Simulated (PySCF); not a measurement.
**Correlation energy of In²⁺ (indium, charge +2)**

[Kr] 4d10 5p1, 2P determinant (an excited configuration). Calculation: PySCF 2.14, in def2-QZVPPD with the def2 core potential (28 electrons) (8s6p5d4f1g, 88 functions); scalar relativity through the core potential. Frozen: nothing; 19 electrons correlated.

| level | correlation energy (mhartree) |
| --- | --- |
| CCSD | -474.59 |
| (T) | -9.39 |
| CCSD(T) | -483.98 |

Diagnostics: T1 = 0.0074, D1 = 0.0363, largest double amplitude 0.021.

Question: Is a single reference adequate?

Answer: Yes, within this model without spin-orbit coupling: T1 lies below 0.03 and no double amplitude reaches 0.07.

The basis has no tight functions for the innermost shells, so their pair energies are far from complete.

This basis was not built for core-valence correlation, so the inner-shell part is incomplete.
